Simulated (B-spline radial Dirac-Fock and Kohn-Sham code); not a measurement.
Dipole and non-dipole photoemission parameters of Be 2s

System: atomic beryllium in the configuration [He] 2s2; threshold 7.84 eV (orbital energy of the model). Model: Dirac-Hartree-Slater photoionisation with a Latter tail; cross sections with all multipoles, angular parameters from the dipole term and its interference with E2. Program: a radial finite-basis atomic code.

| hν (eV) | σ (kb) | β | γ |
| --- | --- | --- | --- |
| 89.4 | 138 | 2.000 | 0.079 |
| 100 | 108 | 2.000 | 0.094 |
| 129 | 60.2 | 2.000 | 0.134 |
| 154 | 39.7 | 2.000 | 0.163 |
| 266 | 10.6 | 2.000 | 0.259 |
| 347 | 5.45 | 2.000 | 0.319 |
| 600 | 1.27 | 2.000 | 0.479 |
| 788 | 0.589 | 2.000 | 0.577 |
| 800 | 0.564 | 2.000 | 0.583 |
| 844 | 0.483 | 2.000 | 0.603 |
| 1140 | 0.201 | 2.000 | 0.724 |
| 1270 | 0.146 | 2.000 | 0.770 |
| 1486.9 | 0.0911 | 2.000 | 0.842 |
| 1660 | ? | ? | ? |
| 1980 | 0.0384 | 2.000 | 0.988 |
| 2840 | 0.0126 | 2.000 | 1.212 |
| 4000 | 0.00428 | 2.000 | 1.460 |
| 4070 | 0.00405 | 2.000 | 1.473 |
| 4640 | 0.00266 | 2.000 | 1.578 |
| 5410 | 0.00163 | 2.000 | 1.708 |
| 5590 | 0.00146 | 2.000 | 1.737 |
| 6000 | 0.00116 | 2.000 | 1.802 |
| 7810 | 0.000494 | 2.000 | 2.068 |
| 8047.8 | 0.000448 | 2.000 | 2.100 |
| 9400 | 0.000269 | 2.000 | 2.278 |
| 11200 | 0.000151 | 2.000 | 2.492 |
| 12000 | 0.000120 | 2.000 | 2.581 |
| 13500 | 8.12e-05 | 2.000 | 2.738 |

Problem. Give the values at 1660 eV.

Solution. σ = 0.0655 kb, β = 2.000, γ = 0.896. For an s subshell δ is negligible.

Values without a named source are computed, but for edge energies of neutral atoms, which are taken from tables.
